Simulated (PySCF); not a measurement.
# Phosphorus: a sound run and one with changed settings

Sound run: P⁺ [Ne] 3s2 3p2, P²⁺ [Ne] 3s2 3p1. Calculation: PySCF 2.14, in def2-TZVP; no relativity, point nucleus. In the sound run the correlated levels freeze [Ne]. The sound run starts from symmetry-adapted Hartree-Fock orbitals and uses a fine grid where one is needed.

Changed run: basis STO-3G. This setting is unsound on purpose.

```tsv
species	method	sound run (hartree)	changed run (hartree)	converged
P⁺	UHF	-340.34566	-336.62453	yes
P⁺	MN15	-340.76315	-336.14948	yes
P⁺	M06-L	-340.86855	-337.07718	yes
P⁺	MP2	-340.40630	-336.63238	yes
P⁺	CCSD(T)	-340.42924	-336.63868	yes
P²⁺	UHF	-339.64140	-335.95185	yes
P²⁺	MN15	-340.03563	-335.44875	yes
P²⁺	M06-L	-340.14528	-336.37351	yes
P²⁺	MP2	-339.68615	-335.96803	yes
P²⁺	CCSD(T)	-339.70639	-335.98011	yes
```

Ionisation energy of P⁺:

| method | sound run (eV) | changed run (eV) |
| --- | --- | --- |
| UHF | 19.164 | 18.304 |
| MN15 | 19.797 | 19.068 |
| M06-L | 19.681 | 19.148 |
| MP2 | 19.596 | 18.078 |
| SCS-MP2 | 19.508 | 18.032 |
| CCSD | 19.636 | 17.921 |
| CCSD(T) | 19.670 | 17.921 |

A minimal basis cannot let orbitals breathe on ionisation and holds almost no correlation.

For comparison, NIST gives 19.769 eV between the lowest levels.
